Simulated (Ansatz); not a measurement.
A nudged elastic band was laid between two geometries of CH$_{5}$AlClN (9 atoms, charge 0, multiplicity 1).

Method: UKS BHLYP/def2-SVP (Ansatz).

```yaml
movable_images: 9
climbing_image: yes
spring: 5.0 eV/Å²
optimiser: quadratic models (default)
start_path: through a guess of the saddle point
force_threshold: 0.05 eV/Å
iteration_limit: 48
end_points: relaxed
```

Image 0:

```xyz
9
Properties=species:S:1:pos:R:3
C -0.208 1.361 -0.608
Al -0.200 -0.537 -0.223
N 0.599 -1.252 1.169
Cl -1.180 -1.892 -1.514
H 0.339 1.572 -1.534
H 0.250 1.951 0.193
H -1.230 1.727 -0.755
H 0.618 -2.237 1.378
H 1.101 -0.740 1.877
```

Image 10:

```xyz
9
Properties=species:S:1:pos:R:3
C 0.118 1.321 -0.097
Al -0.488 -1.498 0.075
N 0.521 -0.059 0.042
Cl 0.476 -3.354 0.303
H 0.564 1.801 -0.977
H 0.385 1.927 0.778
H -0.967 1.390 -0.213
H -2.041 -1.418 -0.060
H 1.521 -0.156 0.133
```

Question: What changes between the two ends?

Answer: Bonds broken: C1–Al2, N3–H8. Bonds formed: C1–N3, Al2–H8.

Question: Give the energies along the band, and the barrier.

Answer: It did not converge within its limit. The highest image is number 4 of 0 to 10, 473.0 kJ/mol above the first end and 400.8 kJ/mol above the last; the last end lies 72.2 kJ/mol above the first. The band didn't meet its force threshold, so its energies are provisional: the largest band force was still 0.16 eV/Å, and over the last iterations the top stayed at 4.90 eV. Neighbouring images lie up to 2.7 Å apart, so the band is torn or far too coarse. The orbitals stay closed-shell, which can raise the energy where a bond breaks towards radicals; this wasn't checked here.

| image | path coordinate (Å) | energy (kJ/mol) | C1–Al2 (Å) | N3–H8 (Å) | C1–N3 (Å) |
| --- | --- | --- | --- | --- | --- |
| 0 | 0.00 | 0.0 | 1.94 | 1.01 | 3.26 |
| 1 | 2.71 | 0.2 | 1.94 | 1.01 | 3.26 |
| 2 | 5.42 | 6.6 | 1.94 | 1.00 | 3.29 |
| 3 | 8.10 | 1.2 | 1.94 | 1.01 | 3.27 |
| 4 | 10.79 | 473.0 | 2.00 | 2.42 | 3.27 |
| 5 | 11.86 | 441.6 | 2.42 | 2.89 | 3.22 |
| 6 | 12.94 | 433.1 | 2.40 | 2.89 | 2.75 |
| 7 | 14.01 | 220.9 | 2.32 | 2.82 | 1.65 |
| 8 | 15.09 | 113.2 | 2.67 | 2.89 | 1.45 |
| 9 | 16.16 | 85.0 | 2.83 | 2.89 | 1.45 |
| 10 | 17.24 | 72.2 | 2.89 | 2.90 | 1.44 |

Run time: 23 min on 2 threads of Arm Neoverse V2, with other jobs on the host, peak memory 0.29 GiB.
